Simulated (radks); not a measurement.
Effect of the nuclear size on the thulium ion Tm+, [Xe] 4f13 6s1. Method: Dirac Kohn-Sham, PBE, spin-unpolarised, spherical densities, finite nucleus; open shells fill j = l - 1/2 first; Fermi nuclear charge, rms radius 5.2256 fm; computed with a radial shooting solver on a logarithmic mesh with Libxc functionals. The rms radius is varied about that value; shifts are against it.

| rms radius (fm) | total energy shift (eV) | density at nucleus (e/bohr^3) | 1s1/2 shift (meV) | 2s1/2 shift (meV) | 4p1/2 shift (meV) | 5s1/2 shift (meV) | 5p1/2 shift (meV) | 6s1/2 shift (meV) | 6p1/2 (empty) shift (meV) |
|---|---|---|---|---|---|---|---|---|---|
| 4.5463 | -8.54 | 9.9e+05 | -3490 | -471 | 0.074 | -3.71 | 0.203 | -0.294 | 0.079 |
| 4.8232 | -5.16 | 9.726e+05 | -2110 | -284 | 0.045 | -2.24 | 0.123 | -0.177 | 0.048 |
| 5.2256 | 0 | 9.497e+05 | 0.000 | 0.000 | 0.000 | 0.000 | 0.000 | 0.000 | 0.000 |
| 5.628 | 5.45 | 9.289e+05 | 2230 | 300 | -0.046 | 2.37 | -0.129 | 0.187 | -0.050 |
| 6.3387 | 15.8 | 8.964e+05 | 6440 | 868 | -0.130 | 6.85 | -0.374 | 0.541 | -0.146 |

Slopes of the eigenvalues against <r^2> in GHz/fm^2, as finite differences over the two radii next to the reference (eigenvalue slopes, not the field-shift constants of lines): 1s1/2 125000, 2s1/2 16800, 4p1/2 -2.60, 5s1/2 133, 5p1/2 -7.25, 6s1/2 10.5, 6p1/2 (empty) -2.83.
